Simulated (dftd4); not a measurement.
C$_{4}$F$_{5}$ (SMILES FC(F)=[C]C(F)=C(F)F), doublet, geometry from GFN2-xTB; D4 for pbe0 (dftd4 4.2.0).

Here is a job for dftd4.
```
$ dftd4 mol.xyz --func pbe0 --charge 0 --json dftd4.json --noedisp --property

# file mol.xyz
9

F      2.75303862     0.84141409     0.27355721
C      1.86621234    -0.12970003     0.44673461
F      2.38997822    -1.05521826     1.23957711
C      0.66828368    -0.14622884    -0.03593613
C     -0.54593179    -0.20717033    -0.61192545
F     -0.67920932    -0.79433365    -1.81482069
C     -1.71329410     0.29617516    -0.06241471
F     -2.89647638     0.23277077    -0.63157634
F     -1.75084455     0.89998307     1.10895717
```

Output, abridged:

```
                    ____  _____ _____     ____  _  _
      -------------|  _ \|  ___|_   _|---|  _ \| || |------------
     |             | | | | |_    | | ___ | | | | || |_           |
     |             | |_| |  _|   | ||___|| |_| |__   _|          |
     |             |____/|_|     |_|     |____/   |_|            |
     |             ===================================           |
     |            E. Caldeweyher, S. Ehlert & S. Grimme          |
     |          Mulliken Center for Theoretical Chemistry        |
     |                    University of Bonn                     |
      -----------------------------------------------------------

Rational (Becke-Johnson) damping: pbe0-D4-ATM
---------------------
  s6         1.0000
  s8         1.2007
  s9         1.0000
  a1         0.4009
  a2         5.0293
 alp        16.0000
--------------------

Atomic data, radii in Ångström:
------------------------------------------------------
   Z          R(cov)      r4/r2   hardness         EN
------------------------------------------------------
   9 F        0.8533     1.2638     0.6693     3.9800
   6 C        1.0000     1.6431     0.4220     2.5500
------------------------------------------------------

Atomic reference systems (in atomic units):
----------------------------------------------------------------------------
   Z        #      CN     q+Z       C6(AA)   #      CN     q+Z       C6(AA)
----------------------------------------------------------------------------
   9 F      1  0.0000  9.0000       9.7374   2  0.7408  8.7523      11.7796
   6 C      1  0.0000  6.0000      49.3833   2  0.9189  5.8288      52.1688
            3  1.9079  5.8579      35.6972   4  2.8312  5.7775      35.8445
            5  3.7487  5.7435      28.6317   6  2.9183  5.8956      32.2504
            7  0.8556  6.2103      25.6194
----------------------------------------------------------------------------

Atomic properties (in atomic units):
----------------------------------------------------------------------------
     #    Z              CN          q      C6(AA)        C8(AA)   alpha(0)
----------------------------------------------------------------------------
     1    9 F        0.7892    -0.1274     10.5624      180.7352     3.7437
     2    6 C        2.5495     0.2404     24.3541      704.3627     8.0405
     3    9 F        0.7892    -0.1274     10.5624      180.7352     3.7437
     4    6 C        1.9817     0.0318     30.7687      889.8839     8.9474
     5    6 C        2.7470     0.1509     26.1022      754.9220     8.3388
     6    9 F        0.7902    -0.1383     10.6673      182.5312     3.7622
     7    6 C        2.5649     0.2314     24.5171      709.0782     8.0686
     8    9 F        0.7866    -0.1224     10.5138      179.9045     3.7351
     9    9 F        0.7868    -0.1388     10.6727      182.6226     3.7632
----------------------------------------------------------------------------

Molecular properties (in atomic units):
----------------------------------------
 molecular C6                1326.0223
 molecular C8               30955.5584
----------------------------------------

Dispersion energy:      -5.7980484552100E-03 Eh

[Info] JSON dump of results written to 'dftd4.json'
```
